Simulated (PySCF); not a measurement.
Electron correlation in Mo (molybdenum, neutral)

[Kr] 4d5 5s1, high-spin 7S determinant. Computed with PySCF 2.14 in aug-cc-pVDZ-PP with ECP28MDF, with scalar relativity through the core potential. Frozen: 4s2 4p6; 6 electrons correlated.

MP2 pair energies summed by pair of shells (mhartree):

```
 pair  energy  share (%)
4d-4d  -48.03       73.5
4d-5s  -17.29       26.5
```

Total MP2 correlation energy: -65.32 mhartree.

Same-spin part -65.32 and opposite-spin part 0.00 mhartree; SCS-MP2 scales them by 1/3 and 6/5 to -21.77 mhartree.
